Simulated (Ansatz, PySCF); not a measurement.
Complex: SiH4 (SMILES [SiH4]) (first 5 atoms) with C3H4 (SMILES C=C=C); geometry from B3LYP-D3(BJ)/def2-TZVP.
(charge 0, multiplicity 1):
```xyz
12

Si    -0.181    -0.031     0.110
H     -0.641    -1.425     0.287
H     -1.041     0.886     0.888
H     -0.267     0.329    -1.326
H      1.223     0.097     0.558
C      0.096    -1.261     3.511
C      0.131     0.020     3.734
C      0.163     1.302     3.943
H      0.979    -1.799     3.187
H     -0.816    -1.831     3.642
H      0.405     1.709     4.918
H     -0.051     2.004     3.145
```

Counterpoise-corrected where a basis set is named; no monomer relaxation. Rows marked so take none.

Correlated levels freeze the cores. Rows in 6-31G* carry no dispersion term and start afresh at each structure (6-31G* with six Cartesian d functions).

Run with Ansatz (an electronic-structure program) with Gaussian orbitals; PySCF for 6-31G* rows, the dispersion terms. 

```json
[
 {"level": "HF/6-31G*", "interaction energy (meV)": "48.8"},
 {"level": "BLYP-D3(BJ)/def2-TZVPPD", "interaction energy (meV)": "-81.9"},
 {"level": "BLYP-D4/def2-TZVPPD", "interaction energy (meV)": "-73.6"},
 {"level": "BP86/6-31G* (no counterpoise)", "interaction energy (meV)": "9.6"},
 {"level": "r2SCAN-D3(BJ)/def2-TZVPPD", "interaction energy (meV)": "-79.1"},
 {"level": "B97M-V/def2-TZVPPD", "interaction energy (meV)": "-73.7"},
 {"level": "B3LYP-D4/def2-TZVPPD", "interaction energy (meV)": "-78.4"},
 {"level": "CAM-B3LYP/def2-TZVPPD", "interaction energy (meV)": "-3.6"},
 {"level": "B2PLYP-D4/def2-TZVPPD", "interaction energy (meV)": "?"}
]
```

Problem. Some entries are withheld; supply them.

Solution. 
- B2PLYP-D4/def2-TZVPPD, interaction energy (meV): -64.7
